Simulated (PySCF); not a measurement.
disodium (Na2), singlet, at a GFN2-xTB geometry (such geometries of metal compounds can be far from the true shape); PBE/def2-TZVP in PySCF.

The PySCF input:
```python
from pyscf import gto, scf, dft

mol = gto.M(
    atom='''
Na   -0.000000   -0.000000   -1.366349
Na    0.000000    0.000000    1.366349
''',
    basis='def2-tzvp',
    charge=0,
    spin=0,
    verbose=4,
)

mf = dft.RKS(mol)
mf.xc = 'pbe'
mf.kernel()
mf.analyze()
```

Problem. What does PySCF print? Leave out banner, timings and long lists.

Solution. 
```
PySCF version 2.14.0

[INPUT] verbose = 4
[INPUT] num. atoms = 2
[INPUT] num. electrons = 22
[INPUT] charge = 0
[INPUT] spin (= nelec alpha-beta = 2S) = 0
[INPUT] symmetry False subgroup None
[INPUT] Mole.unit = angstrom
[INPUT] Symbol           X                Y                Z      unit          X                Y                Z       unit  Magmom
[INPUT]  1 Na     0.000000000000   0.000000000000  -1.366349000000 AA    0.000000000000   0.000000000000  -2.582025400573 Bohr   0.0
[INPUT]  2 Na     0.000000000000   0.000000000000   1.366349000000 AA    0.000000000000   0.000000000000   2.582025400573 Bohr   0.0

nuclear repulsion = 23.4312179835898
number of shells = 24
number of NR pGTOs = 106
number of NR cGTOs = 64
basis = def2-tzvp
ecp = {}

******** <class 'pyscf.dft.rks.RKS'> ********
method = RKS
initial guess = minao
damping factor = 0
level_shift factor = 0
DIIS = <class 'pyscf.scf.diis.CDIIS'>
diis_start_cycle = 1
diis_space = 8
diis_damp = 0
SCF conv_tol = 1e-09
SCF conv_tol_grad = None
SCF max_cycles = 50
direct_scf = True
direct_scf_tol = 1e-13
XC library pyscf.dft.libxc version 7.1.2
    S. Lehtola, C. Steigemann, M. J. T. Oliveira, and M. A. L. Marques,  SoftwareX 7, 1–5 (2018)
XC functionals = pbe
    J. P. Perdew, K. Burke, and M. Ernzerhof,  Phys. Rev. Lett. 77, 3865 (1996)
    J. P. Perdew, K. Burke, and M. Ernzerhof,  Phys. Rev. Lett. 78, 1396 (1997)
    J. P. Perdew, K. Burke, and M. Ernzerhof,  Phys. Rev. Lett. 77, 3865 (1996)
    J. P. Perdew, K. Burke, and M. Ernzerhof,  Phys. Rev. Lett. 78, 1396 (1997)
radial grids:
    Treutler-Ahlrichs [JCP 102, 346 (1995); DOI:10.1063/1.469408] (M4) radial grids

becke partition: Becke, JCP 88, 2547 (1988); DOI:10.1063/1.454033
pruning grids: <function nwchem_prune>
grids dens level: 3
symmetrized grids: False
atomic radii adjust function: <function treutler_atomic_radii_adjust>
small_rho_cutoff = 0
Set gradient conv threshold to 3.16228e-05
Initial guess from minao.
tot grids = 36200
init E= -324.347860831119
  HOMO = -0.14045775788786  LUMO = -0.0740035216584189  gap/eV = 1.80831
cycle= 1 E= -324.341089812785  delta_E= 0.00677  |g|= 0.17  |ddm|= 0.994
  HOMO = -0.10858843182279  LUMO = -0.0572278681211742  gap/eV = 1.39759
cycle= 2 E= -324.34347327825  delta_E= -0.00238  |g|= 0.135  |ddm|= 0.293
  HOMO = -0.117345901220275  LUMO = -0.0611220892549893  gap/eV = 1.52993
cycle= 3 E= -324.346186427359  delta_E= -0.00271  |g|= 0.00573  |ddm|=  0.1
  HOMO = -0.118624478700693  LUMO = -0.0617820038879726  gap/eV = 1.54676
cycle= 4 E= -324.346198352005  delta_E= -1.19e-05  |g|= 0.00142  |ddm|= 0.0124
  HOMO = -0.118572653269506  LUMO = -0.0617687360571075  gap/eV = 1.54571
cycle= 5 E= -324.346198615966  delta_E= -2.64e-07  |g|= 0.000136  |ddm|= 0.00102
  HOMO = -0.118533134995832  LUMO = -0.0617472497730311  gap/eV = 1.54522
cycle= 6 E= -324.346198624759  delta_E= -8.79e-09  |g|= 2.67e-06  |ddm|= 0.000424
  HOMO = -0.118534356302122  LUMO = -0.0617484973326441  gap/eV = 1.54522
cycle= 7 E= -324.346198624763  delta_E= -4.09e-12  |g|= 4e-07  |ddm|= 6.1e-06
  HOMO = -0.118534212382775  LUMO = -0.0617484398428196  gap/eV = 1.54522
Extra cycle  E= -324.346198624764  delta_E= -1.14e-12  |g|= 3.66e-07  |ddm|= 1.71e-06
converged SCF energy = -324.346198624764
**** SCF Summaries ****
Total Energy =                        -324.346198624764270
Nuclear Repulsion Energy =              23.431217983589846
One-electron Energy =                 -502.544932531072732
Two-electron Energy =                  154.767515922718673
Two-electron Coulomb Energy =          183.366386936022820
DFT Exchange-Correlation Energy =      -28.598871013304137
HOMO-LUMO gap [eV] =                     1.545219577028637
**** MO energy ****
MO #1   energy= -37.9381555036589  occ= 2
MO #2   energy= -37.9381553826659  occ= 2
MO #3   energy= -2.06046290456905  occ= 2
MO #4   energy= -2.05987531542982  occ= 2
MO #5   energy= -1.04039625470159  occ= 2
MO #6   energy= -1.03673609968089  occ= 2
MO #7   energy= -1.03673609968088  occ= 2
MO #8   energy= -1.0360418906729   occ= 2
MO #9   energy= -1.03604189067289  occ= 2
MO #10  energy= -1.034856990079    occ= 2
MO #11  energy= -0.118534212382775 occ= 2
MO #12  energy= -0.0617484398428196 occ= 0
MO #13  energy= -0.0370637640836798 occ= 0
MO #14  energy= -0.0370637640836711 occ= 0
MO #15  energy= -0.0124278066357855 occ= 0
MO #16  energy= 0.0115522877478502 occ= 0
MO #17  energy= 0.0115522877478575 occ= 0
MO #18  energy= 0.02495100660839   occ= 0
MO #19  energy= 0.0353366140033931 occ= 0
 ** Mulliken pop on meta-lowdin orthogonal AOs  **
 ** Mulliken pop  **
 ** Mulliken atomic charges  **
charge of    0Na =      0.00000
charge of    1Na =     -0.00000
Dipole moment(X, Y, Z, Debye):  0.00000,  0.00000, -0.00000
```
